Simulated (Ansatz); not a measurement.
Start from `[CH3][Al]([CH3])[SeH]` and change one atom or group to get `[CH3][Al]([CH3])[C]#N`.

Ansatz, PBE0-D4/def2-TZVP geometries, multiplicity 1. Each molecule was computed in one conformer, which needn't be the lowest.

Scalar relativity is left out up to krypton.

```tsv
property	`[CH3][Al]([CH3])[SeH]`
LUMO energy (PBE0/def2-TZVPP) / eV	-0.56
LUMO energy (B3LYP/def2-TZVPP) / eV	-0.75
HOMO–LUMO gap (PBE0/def2-TZVPP) / eV	6.52
HOMO energy (ωB97M-V/def2-TZVPP) / eV	-9.22
size of the dipole moment (ωB97M-V/def2-TZVPP) / D	1.70
LUMO energy (PBE/def2-TZVPP) / eV	-1.31
```

(1) Give the same properties after the change, and the shifts. (Estimate.)

Results:

(1) Computed: 
| property | `[CH3][Al]([CH3])[C]#N` | shift |
| --- | --- | --- |
| LUMO energy (PBE0/def2-TZVPP) / eV | -1.64 | -1.08 |
| LUMO energy (B3LYP/def2-TZVPP) / eV | -1.88 | -1.13 |
| HOMO–LUMO gap (PBE0/def2-TZVPP) / eV | 6.76 | 0.24 |
| HOMO energy (ωB97M-V/def2-TZVPP) / eV | -10.63 | -1.41 |
| size of the dipole moment (ωB97M-V/def2-TZVPP) / D | 4.29 | 2.59 |
| LUMO energy (PBE/def2-TZVPP) / eV | -2.45 | -1.14 |

With PBE0 the HOMO falls by 1.32 eV and the LUMO falls by 1.08 eV, so the gap widens by about 0.24 eV. PBE moves the HOMO by -1.14 eV and ωB97M-V by -1.41 eV. Dipoles are sizes alone; their direction can turn.

B3LYP here is the variant with VWN-RPA as its local correlation; programs differ in this.

Spin–orbit coupling is left out; it splits and shifts lone-pair levels of the heavy atoms by tenths of an eV.
